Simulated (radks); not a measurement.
Initial-state core-level shifts of the terbium ion Tb2+ when its valence configuration changes from [Xe] 4f9. Method: Dirac Kohn-Sham, BLYP, spin-unpolarised, spherical densities, finite nucleus; open shells fill j = l - 1/2 first; Fermi nuclear charge, rms radius 5.06 fm; computed with a radial shooting solver on a logarithmic mesh with Libxc functionals. Shifts are changes of the shell-averaged eigenvalues in eV (positive: less bound); the change of the density at the nucleus, which sets a Mossbauer isomer shift, is in e/bohr^3, on a base of 6.869e+05.

valence           3p       3d       4p       4d  density at nucleus
4f8 6s1      -10.328  -10.258   -9.869   -9.627              +82.56
4f8 5d1       -7.684   -7.598   -7.212   -6.954              +29.02
4f7 5d1 6s1  -19.581  -19.406  -18.311  -17.724             +122.23
4f8.5 6p0.5   -5.393   -5.361   -5.211   -5.103              +16.41
4f7 5d2      -16.709  -16.519  -15.446  -14.849              +64.45
4f6 5d3      -26.835  -26.524  -24.425  -23.420             +105.26
4f8 6p1      -11.351  -11.282  -10.898  -10.656              +35.72
